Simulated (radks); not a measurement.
Task: These are the eigenvalues of the occupied orbitals of an atom or ion with whole-number occupations (hartree). Calculated with a radial shooting solver on a logarithmic mesh with Libxc functionals: non-relativistic Kohn-Sham, OLYP, spin-unpolarised, spherical densities, point nucleus.

orbital  eigenvalue
1s        -1734.933
2s        -280.6862
2p        -267.2993
3s        -65.92384
3p        -59.97087
3d        -48.88784
4s        -16.83769
4p        -14.49030
4d        -10.29621
5s         -5.37074
4f         -5.08674
5p         -4.59077
6s         -2.46355

Which element is it, and in what charge state? The configuration may be excited.

Result: Z = 64, gadolinium, charge +7: Gd7+ in [Kr] 4d10 4f4 5s2 5p3 6s2. The list shows which subshells hold electrons but not how many an open one holds; the 1s level, -1734.9 hartree, gives Z - s = 58.9 by -(Z - s)^2/2, which with screening narrows Z to a few neighbours, and the depths of the outer levels then fix element, charge and occupations together.
